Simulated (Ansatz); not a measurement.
Born–Oppenheimer molecular dynamics of F₂H₄OW (8 atoms, charge 0, multiplicity 1). It starts at the highest image of a converged band, a first-order saddle point between two minima.

Computed with Ansatz, RHF/def2-SVP.

```yaml
ensemble: NVE (velocity Verlet)
time_step: 0.5 fs
steps_asked: 200
starting_velocities_drawn_for: 100 K
seed: 9561
```

First frame:

```xyz
8
Properties=species:S:1:pos:R:3
W 0.039 0.380 -0.275
O 0.780 0.048 1.643
H 0.183 0.014 2.380
H 0.775 -0.992 0.911
F -0.026 2.164 0.296
H -1.481 -0.182 0.133
H 0.633 -1.400 0.047
F 0.127 -0.183 -2.029
```

Q: How far do the bonds stretch over the last three quarters of this one trajectory? (Pairs bonded in most of those frames.)

A: 
```
 bond  mean (Å)  spread (Å)  shortest  longest
W1–O2     1.861       0.065      1.76     1.96
W1–F5     1.938       0.050      1.85     2.01
W1–H6     1.683       0.010      1.66     1.70
W1–F8     1.851       0.009      1.83     1.86
O2–H3     0.949       0.004      0.94     0.96
H4–H7     0.748       0.009      0.74     0.76
```

Mean temperature of the second half: 1319 K. The conserved energy stayed within 0.039 meV per atom of its start (net change 0.01 meV per atom), so the integration is sound. The kinetic energy rose, since the run started high on the potential surface and went downhill. It ends in pieces (F2H2OW + H2), so much of that is their flight and rotation, not heat. A run of 0.1 ps of so small a system gives no equilibrium averages. The orbitals stay closed-shell, which can raise the energy where a bond breaks towards radicals; this wasn't checked here.

Time of the run: 7.1 min on 1 thread of Arm Neoverse V2, on a shared host, peak memory 0.19 GiB.
